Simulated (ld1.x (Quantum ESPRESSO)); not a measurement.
Transferability test, PAW potential for calcium (Ca)

```json
{
  "Element": "calcium (Ca)",
  "Generator": "ld1.x (Quantum ESPRESSO) 7.5",
  "Type": "PAW",
  "Functional": "LDA (PZ)",
  "Relativity": "fully relativistic",
  "Frozen core": "[Ne]",
  "Valence charge": "10",
  "Reference configuration": "3s2 3p6 3d0 4s2 4p0",
  "Partial waves": "3s (bound): rcut 1.90, rcutus 2.35 bohr; 4s (bound): rcut 1.90, rcutus 2.35 bohr; 3p (bound): rcut 1.75, rcutus 2.00 bohr; 4p (bound, empty): rcut 1.75, rcutus 2.00 bohr; 3d (bound, empty): rcut 1.45, rcutus 1.60 bohr; 3d channel at 0.7 Ry: rcut 1.45, rcutus 1.60 bohr",
  "Local potential": "all-electron potential smoothed inside 1.30 bohr (lloc = -1)",
  "Core correction": "Bessel-smoothed model core inside 1.45 bohr",
  "Augmentation charge": "GAUSS, radius 1.60 bohr"
}
```

Open shells are filled in proportion to 2j + 1 (rel_dist='average').

Energies are relative to the spin-unpolarised reference configuration 3s2 3p6 3d0 4s2 4p0; without spin polarisation the order of configurations can differ from experiment. The frozen-core shift is the all-electron ΔE with the core orbitals held at their reference shape minus the fully relaxed ΔE.

Q: Give the all-electron excitation energy and the error of the potential for: 3s2 3p6 3d0 4s1 4p0; 3s2 3p6 3d0 4s0 4p0; 3s2 3p6 3d0 4s1.5 4p0; 3s2 3p6 3d1 4s0 4p0; 3s2 3p6 3d1 4s1 4p0; 3s2 3p6 3d0 4s0 4p2; 3s2 3p6 3d0 4s1 4p1.

A:

| valence configuration | charge | ΔE all-electron (eV) | error AE − PS (meV) | frozen-core shift (meV) |
| --- | --- | --- | --- | --- |
| 3s2 3p6 3d0 4s1 4p0 | +1 | 6.463 | +0.4 | 0.0 |
| 3s2 3p6 3d0 4s0 4p0 | +2 | 18.413 | +0.4 | +0.1 |
| 3s2 3p6 3d0 4s1.5 4p0 | +0.5 | 2.567 | +0.1 | 0.0 |
| 3s2 3p6 3d1 4s0 4p0 | +1 | 7.799 | +13 | +0.8 |
| 3s2 3p6 3d1 4s1 4p0 | 0 | 2.242 | +7.1 | +0.5 |
| 3s2 3p6 3d0 4s0 4p2 | 0 | 5.117 | +2.4 | 0.0 |
| 3s2 3p6 3d0 4s1 4p1 | 0 | 2.491 | +0.4 | 0.0 |

Levels in the configuration 3s2 3p6 3d0 4s0 4p0:

```json
{"level": "3s j=1/2", "all-electron (eV)": "-62.062", "pseudo (eV)": "-62.066"}
{"level": "3p j=1/2", "all-electron (eV)": "-43.376", "pseudo (eV)": "-43.381"}
{"level": "3p j=3/2", "all-electron (eV)": "-42.980", "pseudo (eV)": "-42.985"}
```

The ghost test of this file was not conclusive.
